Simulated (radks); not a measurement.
Q: Species: Tc XXV. Configuration: [Ar] 3d1 (the NIST ground configuration). Method: scalar-relativistic Kohn-Sham, PBEsol, spin-polarised, spherical densities, finite nucleus; open shells are filled with parallel spins first (spin-orbit coupling, left out, can overturn this in heavy ions); Fermi nuclear charge, rms radius 4.4112 fm; computed with a radial shooting solver on a logarithmic mesh with Libxc functionals. Some entries of the table are withheld. Estimate them.

| orbital | occ. | eigenvalue (Ry) | r(max) (bohr) | <r^2> (bohr^2) |
|---|---|---|---|---|
| 1s up | 1 | -1608.222 | 0.02229 | 0.001588 |
| 1s down | 1 | -1608.219 | 0.02229 | 0.001588 |
| 2s up | 1 | -293.2596 | 0.1259 | 0.02597 |
| 2s down | 1 | -293.0441 | 0.1259 | 0.02594 |
| 2p up | 3 | -270.7381 | 0.1006 | 0.02039 |
| 2p down | 3 | -270.5769 | 0.1006 | 0.02037 |
| 3s up | 1 | -100.7502 | 0.3520 | 0.1626 |
| 3s down | 1 | -100.5033 | 0.3522 | 0.1629 |
| 3p up | 3 | -93.45118 | 0.3408 | 0.1576 |
| 3p down | 3 | -93.19330 | 0.3411 | 0.1580 |
| 3d up | 1 | -83.15701 | 0.2772 | 0.1285 |
| 3d down | 0 | -82.83827 | 0.2776 | 0.1290 |
| 4s up | 0 | (1) | 0.7372 | (2) |
| 4s down | 0 | (3) | 0.7381 | (4) |
| 4p up | 0 | -46.58568 | 0.7439 | 0.6338 |
| 4p down | 0 | -46.49961 | 0.7449 | 0.6355 |
| 4d up | 0 | -42.61287 | 0.7246 | 0.6180 |
| 4d down | 0 | -42.51916 | 0.7260 | 0.6201 |

A: 
(1) 4s up eigenvalue (Ry): -49.46224
(2) 4s up <r^2> (bohr^2): 0.6188
(3) 4s down eigenvalue (Ry): -49.37760
(4) 4s down <r^2> (bohr^2): 0.6203
